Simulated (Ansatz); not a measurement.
Molecule: C$_{4}$H$_{8}$, charge 0, multiplicity 1. SMILES: C/C=C/C
Geometry from a B3LYP-D3(BJ)/def2-TZVP (Ansatz, a program for electronic structure) optimisation:
```xyz
12

C     -1.9511     0.1325    -0.0440
C     -0.5069     0.2933     0.3131
C      0.5069    -0.2933    -0.3131
C      1.9511    -0.1325     0.0440
H     -2.0781    -0.5365    -0.8965
H     -2.4059     1.0950    -0.2963
H     -2.5235    -0.2738     0.7952
H     -0.2899     0.9466     1.1559
H      0.2899    -0.9466    -1.1559
H      2.0781     0.5365     0.8965
H      2.5235     0.2738    -0.7952
H      2.4059    -1.0950     0.2963
```
Charge 0, spin multiplicity 1.

Parts of the frozen-core correlation energy in cc-pVTZ (Ansatz, hartree). Frozen orbitals: 4; correlated occupied orbitals by spin: 12 and 12; virtual: 216 and 216. No spin-orbit coupling. No relativistic terms.

```tsv
term	value
reference (HF)	-156.16781
MP2 opposite-spin	?
MP2 same-spin	?
CCSD correlation	-0.72749
(T)	?
T1 diagnostic	0.010
largest doubles amplitude	0.100
```

Some entries are withheld; supply them.


- MP2 opposite-spin, value: -0.53372
- MP2 same-spin, value: -0.15016
- (T), value: -0.03008
